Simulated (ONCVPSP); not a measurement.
caesium (Cs), ONCV: configuration errors across variants

ONCVPSP 4.0.1 input, shortened (lines: element, Z, core and valence counts, functional; n l f; lmax; l rc ep ncon nbas qcut; lloc lpopt rc5 dvloc0; l nproj debl; icmod fcfact rcfact), PBE, fully relativistic:

```
  Cs 55.00    9    3        4      upf
    1    0    2.00
    2    0    2.00
    2    1    6.00
    3    0    2.00
    3    1    6.00
    3    2   10.00
    4    0    2.00
    4    1    6.00
    4    2   10.00
    5    0    2.00
    5    1    6.00
    6    0    1.00
    2
    0    3.10    0.00    4    8    3.90
    1    3.45    0.00    4    8    3.50
    2    3.60    0.25    5    9    2.40
    4    5    2.60    0.00
    0    2    1.20
    1    2    1.10
    2    3    1.70
    3    2.00    1.75
```

Open shells are filled in proportion to 2j + 1.

In the d channel the program set the typed energies aside and used 0.050, 1.750, 3.450 Ha (j = l + 1/2; the other j can differ).

All-electron excitation energies from the reference (eV): (1) 5s2 5p6 6s0 3.863; (2) 5s2 5p6 6s0.5 1.471; (3) 5s2 5p6 6s0 6p1 1.368; (4) 5s1 5p6 6s1 31.653.

2 further variants failed, have other tests or another functional or relativity, and are left out.

Errors AE − PS in meV (a dash: test not solved or not reliable):

```tsv
change	(1)	(2)	(3)	(4)	bound ghosts	GHOST(+) flags above zero
base	-2.3	-0.3	-1.5	-186	none	none
all radii but the core radius scaled by about 1.28 (s 3.96, p 4.42, d 4.60 bohr); local potential polynomial inside 3.32 bohr (lpopt 5, dvloc0 0 Ha)	-4.9	-0.7	-2.4	-351	none	none
s: rc 4.46	-2.4	-0.3	-1.7	-356	none	none
p: nbas 9	-2.4	-0.3	-1.6	-186	none	none
p: nproj 3	-2.3	-0.3	-1.2	-186	none	none
s: qcut 5.8	-2.0	-0.3	-1.3	-39	none	none
```

Give the same row for: p: qcut 4.2.

-2.3, -0.3, -1.4, -182; bound ghosts: none; GHOST(+) flags above zero: none.
